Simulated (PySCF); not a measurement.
## Relaxation of triplet WOCl₂

Computed with PySCF, UPBE0, basis W def2-TZVP with ECP60, O def2-TZVP, Cl def2-TZVP (scalar-relativistic core potentials, no spin–orbit coupling, density fitting). A (50,194) grid was used.

A hand-made trigonal planar start, of C2v symmetry, held to at least that symmetry:

Coordinates in bohr (charge 0 multiplicity 3):
```
W    -0.3796    0.0000    0.0000
O    -3.7245    0.0000    0.0000
Cl    1.8503   -3.8622    0.0000
Cl    1.8502    3.8623    0.0000
```

(1) What does it relax to?

(2) How much energy is released, and in how many steps?

Results:

(1) It ends at C2v with W–Cl 2.273 Å (×2), W–O 1.677 Å; Cl–W–Cl 122.1°, Cl–W–O 118.9° (×2) (after a last refinement on a finer grid). A frequency run shows a minimum. Other isomers or separated fragments may lie lower.

(2) 36.9 kJ/mol in 6 steps.

Other spin states or occupations of the open shell can lie lower. No spin–orbit coupling is included, which matters more the heavier the element.
